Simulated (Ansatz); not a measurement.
`O[SiH](F)[SiH2]Br` + `N[SiH3]` → `[SiH3]N[SiH2]Br` + `O[SiH2]F`  (cleavage of the Si–Si bond)

Gas-phase electronic energies from Ansatz, PBE0-D4/def2-TZVP geometries. CBS: MP2 limit from def2 TZ/QZ plus the TZ coupled-cluster correction, frozen cores. This one scheme is used for every species. Functionals use def2-TZVPP. B3LYP here is the variant with VWN-RPA as its local correlation; programs differ in this. For Br outer-core shells are correlated without core-valence functions, which leaves a few kJ/mol of doubt a bond. Scalar relativity is left out up to krypton. One conformer a species, not always the lowest.

`O[SiH](F)[SiH2]Br`:

```xyz
9

O     1.880   -0.599   -0.193
Si    0.713   -0.146    0.851
F     0.213   -1.380    1.736
Si   -1.143    0.599   -0.385
Br   -1.116   -0.697   -2.215
H     1.599   -1.031   -1.005
H     1.323    0.837    1.771
H    -2.455    0.412    0.281
H    -1.013    2.006   -0.840
```

`N[SiH3]`:

Z-matrix (Å, degrees):
```
Si
N 1 1.720
H 1 1.486 2 107.9
H 1 1.494 2 116.0 3 -120.3
H 1 1.486 2 107.9 3 119.4
H 2 1.007 1 119.6 3 -168.6
H 2 1.007 1 119.6 3 49.2
```

`[SiH3]N[SiH2]Br`:

Cartesian coordinates in Å:
```
Si -1.320 -0.418 -0.763
N 0.373 -0.093 -0.564
Si 1.200 0.221 0.897
Br 1.052 2.352 1.557
H -1.849 -0.736 0.586
H -2.056 0.745 -1.324
H -1.519 -1.571 -1.678
H 0.885 0.129 -1.407
H 0.591 -0.584 1.976
H 2.644 -0.045 0.720
```

`O[SiH2]F`:

```xyz
6

O    -0.620   -1.082   -0.254
Si    0.332    0.200    0.074
F    -0.105    0.900    1.440
H    -1.526   -0.931   -0.530
H     1.697   -0.330    0.243
H     0.223    1.244   -0.972
```

```csv
level,ΔE (kJ/mol)
B3LYP-D4,-76.8
r2SCANh-D4,-75.5
```

Problem. What does CCSD(T)/CBS give? (An estimate is asked.)

Solution. Ansatz gave: -82.7 kJ/mol. The listed levels differ from it by 5.9, 7.2 kJ/mol.

Largest T1 diagnostic among the species: 0.011.

Leaving LDA and LC-ωPBE aside and taking each functional with its dispersion term where it has one, the values, not all of them listed here, spread over 27.1 kJ/mol, from BHLYP-D4 to PBE-D4. LDA lies −3.7 kJ/mol from PBE without D4. From PBE to PBE0 (25 % exact exchange), in def2-TZVPP and without D4, ΔE moves by −8.1 kJ/mol. In def2-TZVPP, CCSD(T) changes the Hartree–Fock value by +13.1 kJ/mol (the triples alone add +1.8 kJ/mol) and MP2 by +4.7 kJ/mol.
